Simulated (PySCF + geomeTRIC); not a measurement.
Level of theory: BP86-D3(BJ)/def2-SVP (PySCF + geomeTRIC). fastk is a local helper that only speeds up exchange builds. No frequencies were computed at this level.

```python
import json, numpy as np
from pyscf import gto, dft
from fastk import lowrank_exchange
atoms = """
Mo     0.080338    -0.033562     0.160998
N     -0.197666    -1.636738     1.204057
H     -0.086345    -2.598600     0.901878
H     -0.508905    -1.647585     2.176209
N      1.147445     0.587109     1.648058
H      1.089475     1.483191     2.119623
H      1.898200     0.050960     2.084859
C     -2.068638    -0.060921    -0.298340
H     -2.669795     0.473472     0.445432
H     -2.485558    -1.068475    -0.354654
H     -2.280764     0.415680    -1.264546
C     -0.433616     2.108155     0.123030
H     -1.196255     2.383049     0.860879
H     -0.846997     2.385476    -0.856766
H      0.402329     2.789523     0.297737
C      0.079822    -1.535189    -1.450764
H     -0.114738    -1.056046    -2.420606
H     -0.670608    -2.322996    -1.351534
H      1.039096    -2.054788    -1.558376
C      1.669451     0.690137    -1.173669
H      1.273008     0.969819    -2.158682
H      2.445340    -0.061032    -1.357703
H      2.188173     1.570979    -0.789952
"""
def scf(charge, spin, dm0=None):
    mol = gto.M(atom=atoms, basis='def2-svp', ecp={'Mo': 'def2-svp'}, charge=charge, spin=spin, verbose=3, max_memory=3360)
    mf = dft.KS(mol, xc='bp86').density_fit(auxbasis="def2-universal-jkfit")
    mf.disp = 'd3bj'
    mf.grids.level = 3
    mf.conv_tol = 1e-8
    mf.max_cycle = 120
    mf.level_shift = 0.25
    mf.kernel(dm0)
    if not mf.converged:
        mf = mf.newton().run(mf.mo_coeff, mf.mo_occ).undo_soscf()
    return mf
mf = scf(0, 0)
from pyscf.geomopt.geometric_solver import kernel as optimize
path = []
done, mol = optimize(mf, maxsteps=120, assert_convergence=False, callback=lambda env: path.append((env["energy"], bool(env["g_scanner"].converged))))
res = dict(converged=bool(done and path[-1][1]), energy=path[-1][0], path=[e for e, c in path], xyz=mol.atom_coords(unit="Angstrom").tolist(), nao=mol.nao)
json.dump(res, open("result.json", "w"))
```

Output:

```
converged SCF energy = -339.642952778038
Geometry optimization cycle 1
converged SCF energy = -339.64295269653
cycle 1: E = -339.642952697  dE = -339.643  norm(grad) = 0.0578074
Geometry optimization cycle 2
converged SCF energy = -339.651794428348
cycle 2: E = -339.651794428  dE = -0.00884173  norm(grad) = 0.0202026
Geometry optimization cycle 3
converged SCF energy = -339.653231698933
cycle 3: E = -339.653231699  dE = -0.00143727  norm(grad) = 0.011859
Geometry optimization cycle 4
converged SCF energy = -339.654202141106
cycle 4: E = -339.654202141  dE = -0.000970442  norm(grad) = 0.0127309
Geometry optimization cycle 5
converged SCF energy = -339.654608276222
cycle 5: E = -339.654608276  dE = -0.000406135  norm(grad) = 0.0103614
Geometry optimization cycle 6
converged SCF energy = -339.654902290756
cycle 6: E = -339.654902291  dE = -0.000294015  norm(grad) = 0.00634541
Geometry optimization cycle 7
converged SCF energy = -339.655057553715
cycle 7: E = -339.655057554  dE = -0.000155263  norm(grad) = 0.0028873
Geometry optimization cycle 8
converged SCF energy = -339.655170060749
cycle 8: E = -339.655170061  dE = -0.000112507  norm(grad) = 0.00357501
Geometry optimization cycle 9
converged SCF energy = -339.655336502549
cycle 9: E = -339.655336503  dE = -0.000166442  norm(grad) = 0.00545649
Geometry optimization cycle 10
converged SCF energy = -339.655476367119
cycle 10: E = -339.655476367  dE = -0.000139865  norm(grad) = 0.00542359
Geometry optimization cycle 11
converged SCF energy = -339.655554810566
cycle 11: E = -339.655554811  dE = -7.84434e-05  norm(grad) = 0.0027424
Geometry optimization cycle 12
converged SCF energy = -339.655595678332
cycle 12: E = -339.655595678  dE = -4.08678e-05  norm(grad) = 0.00173953
Geometry optimization cycle 13
converged SCF energy = -339.655619327443
cycle 13: E = -339.655619327  dE = -2.36491e-05  norm(grad) = 0.00197807
Geometry optimization cycle 14
converged SCF energy = -339.65564511145
cycle 14: E = -339.655645111  dE = -2.5784e-05  norm(grad) = 0.00199286
Geometry optimization cycle 15
converged SCF energy = -339.655668216918
cycle 15: E = -339.655668217  dE = -2.31055e-05  norm(grad) = 0.00155431
Geometry optimization cycle 16
converged SCF energy = -339.655684428664
cycle 16: E = -339.655684429  dE = -1.62117e-05  norm(grad) = 0.00129358
Geometry optimization cycle 17
converged SCF energy = -339.655695544398
cycle 17: E = -339.655695544  dE = -1.11157e-05  norm(grad) = 0.0010886
Geometry optimization cycle 18
converged SCF energy = -339.655702588739
cycle 18: E = -339.655702589  dE = -7.04434e-06  norm(grad) = 0.000768767
Geometry optimization cycle 19
converged SCF energy = -339.655707486072
cycle 19: E = -339.655707486  dE = -4.89733e-06  norm(grad) = 0.000727134
Geometry optimization cycle 20
converged SCF energy = -339.655712911622
cycle 20: E = -339.655712912  dE = -5.42555e-06  norm(grad) = 0.000920951
Geometry optimization cycle 21
converged SCF energy = -339.655719396461
cycle 21: E = -339.655719396  dE = -6.48484e-06  norm(grad) = 0.0010136
Geometry optimization cycle 22
converged SCF energy = -339.655728131316
cycle 22: E = -339.655728131  dE = -8.73485e-06  norm(grad) = 0.00100608
Geometry optimization cycle 23
converged SCF energy = -339.655739244205
cycle 23: E = -339.655739244  dE = -1.11129e-05  norm(grad) = 0.00104414
Geometry optimization cycle 24
converged SCF energy = -339.655751851176
cycle 24: E = -339.655751851  dE = -1.2607e-05  norm(grad) = 0.00118454
Geometry optimization cycle 25
converged SCF energy = -339.655761071405
cycle 25: E = -339.655761071  dE = -9.22023e-06  norm(grad) = 0.00109057
Geometry optimization cycle 26
converged SCF energy = -339.655766061736
cycle 26: E = -339.655766062  dE = -4.99033e-06  norm(grad) = 0.000674704
Geometry optimization cycle 27
converged SCF energy = -339.655767544343
cycle 27: E = -339.655767544  dE = -1.48261e-06  norm(grad) = 0.000347736
Geometry optimization cycle 28
converged SCF energy = -339.655767688099
cycle 28: E = -339.655767688  dE = -1.43756e-07  norm(grad) = 0.000322672
Geometry optimization cycle 29
converged SCF energy = -339.655767733655
cycle 29: E = -339.655767734  dE = -4.55557e-08  norm(grad) = 0.000308347
<class 'geometric.internal.Distance'> : 22
<class 'geometric.internal.Angle'> : 37
<class 'geometric.internal.OutOfPlane'> : 8
<class 'geometric.internal.Dihedral'> : 80
<class 'geometric.internal.TranslationX'> : 1
<class 'geometric.internal.TranslationY'> : 1
<class 'geometric.internal.TranslationZ'> : 1
<class 'geometric.internal.RotationA'> : 1
<class 'geometric.internal.RotationB'> : 1
<class 'geometric.internal.RotationC'> : 1
Step    0 : Gradient = 1.205e-02/2.785e-02 (rms/max) Energy = -339.6429526965
Step    1 : Displace = 9.251e-02/1.386e-01 (rms/max) Trust = 1.000e-01 (=) Grad = 4.213e-03/9.234e-03 (rms/max) E (change) = -339.6517944283 (-8.842e-03) Quality = 0.963
Step    2 : Displace = 2.590e-02/5.174e-02 (rms/max) Trust = 1.414e-01 (+) Grad = 2.473e-03/4.660e-03 (rms/max) E (change) = -339.6532316989 (-1.437e-03) Quality = 1.323
Step    3 : Displace = 4.221e-02/8.832e-02 (rms/max) Trust = 2.000e-01 (+) Grad = 2.655e-03/9.444e-03 (rms/max) E (change) = -339.6542021411 (-9.704e-04) Quality = 1.138
Step    4 : Displace = 2.563e-02/6.620e-02 (rms/max) Trust = 2.828e-01 (+) Grad = 2.160e-03/6.283e-03 (rms/max) E (change) = -339.6546082762 (-4.061e-04) Quality = 1.244
Step    5 : Displace = 2.536e-02/6.608e-02 (rms/max) Trust = 3.000e-01 (+) Grad = 1.323e-03/2.651e-03 (rms/max) E (change) = -339.6549022908 (-2.940e-04) Quality = 1.146
Step    6 : Displace = 1.899e-02/4.274e-02 (rms/max) Trust = 3.000e-01 (=) Grad = 6.020e-04/1.503e-03 (rms/max) E (change) = -339.6550575537 (-1.553e-04) Quality = 1.135
Step    7 : Displace = 1.935e-02/3.151e-02 (rms/max) Trust = 3.000e-01 (=) Grad = 7.454e-04/1.614e-03 (rms/max) E (change) = -339.6551700607 (-1.125e-04) Quality = 1.464
Step    8 : Displace = 4.200e-02/6.611e-02 (rms/max) Trust = 3.000e-01 (=) Grad = 1.138e-03/2.215e-03 (rms/max) E (change) = -339.6553365025 (-1.664e-04) Quality = 1.340
Step    9 : Displace = 5.252e-02/8.493e-02 (rms/max) Trust = 3.000e-01 (=) Grad = 1.131e-03/1.996e-03 (rms/max) E (change) = -339.6554763671 (-1.399e-04) Quality = 1.157
Step   10 : Displace = 3.259e-02/5.357e-02 (rms/max) Trust = 3.000e-01 (=) Grad = 5.718e-04/1.191e-03 (rms/max) E (change) = -339.6555548106 (-7.844e-05) Quality = 1.080
Step   11 : Displace = 1.549e-02/3.077e-02 (rms/max) Trust = 3.000e-01 (=) Grad = 3.627e-04/6.757e-04 (rms/max) E (change) = -339.6555956783 (-4.087e-05) Quality = 1.088
Step   12 : Displace = 7.334e-03/1.568e-02 (rms/max) Trust = 3.000e-01 (=) Grad = 4.125e-04/7.986e-04 (rms/max) E (change) = -339.6556193274 (-2.365e-05) Quality = 1.195
Step   13 : Displace = 1.259e-02/2.534e-02 (rms/max) Trust = 3.000e-01 (=) Grad = 4.155e-04/7.414e-04 (rms/max) E (change) = -339.6556451114 (-2.578e-05) Quality = 1.214
Step   14 : Displace = 1.266e-02/2.384e-02 (rms/max) Trust = 3.000e-01 (=) Grad = 3.241e-04/8.082e-04 (rms/max) E (change) = -339.6556682169 (-2.311e-05) Quality = 1.204
Step   15 : Displace = 1.017e-02/1.872e-02 (rms/max) Trust = 3.000e-01 (=) Grad = 2.697e-04/6.223e-04 (rms/max) E (change) = -339.6556844287 (-1.621e-05) Quality = 1.298
Step   16 : Displace = 7.228e-03/1.259e-02 (rms/max) Trust = 3.000e-01 (=) Grad = 2.270e-04/4.666e-04 (rms/max) E (change) = -339.6556955444 (-1.112e-05) Quality = 1.269
Step   17 : Displace = 5.234e-03/8.974e-03 (rms/max) Trust = 3.000e-01 (=) Grad = 1.603e-04/2.778e-04 (rms/max) E (change) = -339.6557025887 (-7.044e-06) Quality = 1.261
Step   18 : Displace = 4.295e-03/7.769e-03 (rms/max) Trust = 3.000e-01 (=) Grad = 1.516e-04/3.413e-04 (rms/max) E (change) = -339.6557074861 (-4.897e-06) Quality = 1.175
Step   19 : Displace = 5.087e-03/1.075e-02 (rms/max) Trust = 3.000e-01 (=) Grad = 1.920e-04/4.042e-04 (rms/max) E (change) = -339.6557129116 (-5.426e-06) Quality = 1.218
Step   20 : Displace = 7.142e-03/1.586e-02 (rms/max) Trust = 3.000e-01 (=) Grad = 2.114e-04/4.235e-04 (rms/max) E (change) = -339.6557193965 (-6.485e-06) Quality = 1.167
Step   21 : Displace = 1.032e-02/2.273e-02 (rms/max) Trust = 3.000e-01 (=) Grad = 2.098e-04/4.567e-04 (rms/max) E (change) = -339.6557281313 (-8.735e-06) Quality = 1.218
Step   22 : Displace = 1.419e-02/2.986e-02 (rms/max) Trust = 3.000e-01 (=) Grad = 2.177e-04/4.580e-04 (rms/max) E (change) = -339.6557392442 (-1.111e-05) Quality = 1.233
Step   23 : Displace = 1.720e-02/3.354e-02 (rms/max) Trust = 3.000e-01 (=) Grad = 2.470e-04/5.134e-04 (rms/max) E (change) = -339.6557518512 (-1.261e-05) Quality = 1.233
Step   24 : Displace = 1.370e-02/2.341e-02 (rms/max) Trust = 3.000e-01 (=) Grad = 2.274e-04/4.493e-04 (rms/max) E (change) = -339.6557610714 (-9.220e-06) Quality = 1.124
Step   25 : Displace = 5.736e-03/9.746e-03 (rms/max) Trust = 3.000e-01 (=) Grad = 1.407e-04/2.832e-04 (rms/max) E (change) = -339.6557660617 (-4.990e-06) Quality = 1.078
Step   26 : Displace = 1.880e-03/3.651e-03 (rms/max) Trust = 3.000e-01 (=) Grad = 7.251e-05/1.598e-04 (rms/max) E (change) = -339.6557675443 (-1.483e-06) Quality = 0.725
Step   27 : Displace = 1.223e-03/2.150e-03 (rms/max) Trust = 3.000e-01 (=) Grad = 6.728e-05/1.342e-04 (rms/max) E (change) = -339.6557676881 (-1.438e-07) Quality = 0.144
Step   28 : Displace = 6.202e-04/1.300e-03 (rms/max) Trust = 6.114e-04 (-) Grad = 6.429e-05/1.355e-04 (rms/max) E (change) = -339.6557677337 (-4.556e-08) Quality = 0.049
Converged! =D
```

Cost: around 30 core-minutes (rough).
